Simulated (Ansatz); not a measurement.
Calculated with Ansatz (gas phase, PBE0-D4/def2-TZVP geometries, no zero-point term in ΔE). CCSD(T)/CBS is the MP2 limit (def2-TZVPP, def2-QZVPP) plus CCSD(T) − MP2 in def2-TZVPP, frozen cores. This one scheme is used for every species. Each species was taken in one conformer, which may not be the lowest.

Reaction (formal exchange of groups at a C–B bond): `C=C(N)B(C)O` + `C=C` → `C=CC(=C)N` + `CBO`

`C=C(N)B(C)O`:

```xyz
14

C     1.162    1.628    0.133
C     0.690    0.374    0.228
N     1.489   -0.707    0.548
B    -0.839    0.077   -0.033
C    -1.341   -1.321   -0.537
O    -1.765    1.045    0.186
H     2.212    1.872    0.259
H     0.506    2.455   -0.112
H     1.156   -1.612    0.262
H     2.485   -0.595    0.447
H    -2.389   -1.298   -0.837
H    -0.744   -1.698   -1.373
H    -1.248   -2.062    0.268
H    -1.373    1.841    0.561
```

`C=C`:

Cartesian coordinates in Å:
```
C -0.008 -0.309 0.585
C 0.008 0.309 -0.585
H -0.280 0.208 1.499
H 0.250 -1.359 0.678
H 0.280 -0.208 -1.499
H -0.250 1.359 -0.678
```

`C=CC(=C)N`:

Z-matrix (Å, degrees):
```
C
C 1 1.331
H 1 1.083 2 121.0
H 1 1.084 2 122.3 3 -178.1
C 2 1.461 1 125.7 3 -179.6
H 2 1.085 1 119.5 3 0.4
N 5 1.387 2 116.6 1 5.8
C 5 1.342 2 119.9 1 -171.2
H 7 1.008 5 114.4 2 38.7
H 7 1.007 5 114.3 2 169.3
H 8 1.084 5 122.0 2 -179.9
H 8 1.081 5 120.3 2 2.2
```

`CBO`:

Z-matrix (Å, degrees):
```
C
B 1 1.559
H 1 1.096 2 110.2
H 1 1.092 2 113.4 3 122.1
H 1 1.096 2 110.2 3 -115.8
O 2 1.357 1 119.4 3 -122.1
H 2 1.207 1 121.8 3 57.8
H 6 0.960 2 113.1 1 180.0
```

| species | SCS-MP2/def2-TZVPP energy (Eh) |
| --- | --- |
| `C=C(N)B(C)O` | -273.46165 |
| `C=C` | -78.40613 |
| `C=CC(=C)N` | -210.89508 |
| `CBO` | -140.96722 |

Question: Work out ΔE.

Answer: ΔE = (-210.89508) + (-140.96722) − (-273.46165) − (-78.40613) = 0.00548 Eh = +0.15 eV. CCSD(T)/CBS gives +0.19 eV.

Largest T1 diagnostic among the species: 0.013.
